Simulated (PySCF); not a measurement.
# Curvature of the energy in the electron number along group 15, charge +2

Calculated with PySCF 2.14, in aug-cc-pVTZ-DK, spin-free X2C, aug-cc-pV(T+d)Z, non-relativistic, aug-cc-pVTZ-DK3, spin-free X2C, aug-cc-pVTZ-PP with ECP60MDF, ECP: one orbital is emptied in steps, and each cell gives the departure of E from the straight line at half an electron, in eV (from a cubic fit). The exact functional gives zero.

```csv
species,orbital,LDA,PBE,r2SCAN,PBE0,BHandHLYP,LC-wPBE,wB97X,UHF
N²⁺,2p alpha,-2.33,-2.30,-2.07,-1.68,-1.07,-0.96,-0.98,0.17
P²⁺,3p alpha,-1.35,-1.31,-1.21,-0.96,-0.63,-0.24,-0.33,0.10
Sb²⁺,5p alpha,-1.09,-1.05,-0.97,-0.76,-0.53,-0.10,-0.22,0.07
Bi²⁺,6p alpha,-1.04,-1.01,-0.92,-0.74,-0.51,-0.08,-0.19,0.07
```

Task: Estimate the missing row, As²⁺.

Result: The calculation gives LDA -1.26; PBE -1.22; r2SCAN -1.13; PBE0 -0.89; BHandHLYP -0.60; LC-wPBE -0.19; wB97X -0.30; UHF 0.08.

Task: How does the mean departure depend on the functional?

Result: LDA -1.41 eV; PBE -1.38 eV; r2SCAN -1.26 eV; PBE0 -1.00 eV; BHandHLYP -0.67 eV; LC-wPBE -0.31 eV; wB97X -0.40 eV; UHF 0.10 eV. Semilocal functionals are convex (delocalisation error), Hartree-Fock is concave or straight, and exact exchange removes curvature roughly in proportion to its share, so among the functionals the range-separated hybrids usually come closest to zero.

No spin-orbit coupling is included.
